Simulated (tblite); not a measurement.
Species: C5H9NO2Si.
Bonds: C1–O2, O2–C3, C3–C4, C4–C5 (aromatic), C5–N6 (aromatic), N6–O7 (aromatic), O7–C8 (aromatic), C8–Si9, C4–C8 (aromatic). Hydrogens: H10, H11, H12 on C1; H13, H14 on C3; H15 on C5; H16, H17, H18 on Si9.

Computed geometry: GFN2-xTB, gas phase.

(1) What internal coordinates does the optimisation give?

Results:

(1) 
```
                     bond  length (bohr)
                    C1–O2          2.652
                    O2–C3          2.663
                    C3–C4          2.808
                    C4–C5          2.667
                    C5–N6          2.467
                    N6–O7          2.557
                    O7–C8          2.528
                   C8–Si9          3.548
                    C4–C8          2.594
                   C1–H10          2.073
           C1–H11, C1–H12          2.064
           C3–H13, C3–H14          2.085
                   C5–H15          2.025
Si9–H16, Si9–H17, Si9–H18          2.763
```

Bonds in one row agree within 0.02 bohr and their mean is given. A selection of angles:
```
    angle  degrees
 C1–O2–C3    114.0
 O2–C3–C4    107.0
 C3–C4–C5    131.3
 C3–C4–C8    124.6
 C5–C4–C8    104.1
 C4–C5–N6    110.5
 C5–N6–O7    107.1
 N6–O7–C8    110.0
O7–C8–Si9    121.9
 C4–C8–O7    108.4
C4–C8–Si9    129.8
```

Dihedral angles: C1–O2–C3–C4 169° (antiperiplanar); O2–C3–C4–C5 164° (antiperiplanar). The mirror-image conformer, all signs reversed, is as good.

The 3 C–C bonds span 1.373 Å (C4–C8, aromatic) to 1.486 Å (C3–C4, drawn single), a spread of 0.113 Å. Of the pairs four or more bonds apart, O2···Si9 is among the closest relative to their van der Waals radii: 2.75 Å, 76 % of the sum of Bondi's values. The 3 C–O bonds span 1.338 Å (O7–C8, aromatic) to 1.409 Å (O2–C3, drawn single), a spread of 0.071 Å. Si9 (SiH3 silicon) is distorted tetrahedral (angles from 105.1° to 113.6°). O2 (ether oxygen) is bent (angle 114.0°). The 5-membered ring C4–C5–N6–O7–C8 has internal angles of 104.1° to 110.5° (sum 540°, against 540° for a flat polygon); it is planar, 0.00 Å rms from its mean plane, widest ring torsion 0°.

Point group: C1 (no symmetry element, even within 0.4 Å). Its GFN2-xTB frequencies are all real (lowest 51 cm⁻¹). The numbers are those of one conformer.
